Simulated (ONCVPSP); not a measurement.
**calcium: ONCV pseudisation with revPBE, scalar-relativistic reference atom.**

calcium (Ca), optimised norm-conserving Vanderbilt (ONCV), made with ONCVPSP 4.0.1 (revPBE, scalar-relativistic). Core [Ne], reference 3s2 3p6 4s1.75 4p0.25. Waves: 3s+4s: rc 1.85 bohr, ncon 4, nbas 8, qcut 5.4 1/bohr, 2 projectors; 3p+4p: rc 2.40 bohr, ncon 4, nbas 7, qcut 5.5 1/bohr, 2 projectors; d scattering state at 0.3 Ha: rc 1.90 bohr, ncon 3, nbas 6, qcut 4.7 1/bohr, 2 projectors, debl 3.4 Ha. Local part: polynomial inside 1.85 bohr (lpopt 5, dvloc0 4 Ha). Core correction: polynomial model core, fcfact 0.6.

In the d channel the program set the typed energies aside and used -0.080, 3.320 Ha.

* Cutoffs needed: 11 Ha and 14 Ha (the cutoffs (Ha) at which the residual kinetic energy of the hardest occupied pseudo-wave falls to 1 and 0.1 mHa per electron) The cutoffs count occupied waves only; projector 2 of the d channel, the hardest unoccupied one, needs 54 Ha at the loose tolerance.
* Ghost test: no bound ghost flagged; no localised positive-energy state flagged
* Largest excitation error: -5.3 meV (all-electron minus pseudo) for 3s2 3p6 4s0 4p0, out of 4 test configurations
* rms error of d²Exc/dni dnj: 1.50 mHa without and 1.14 mHa with the model core
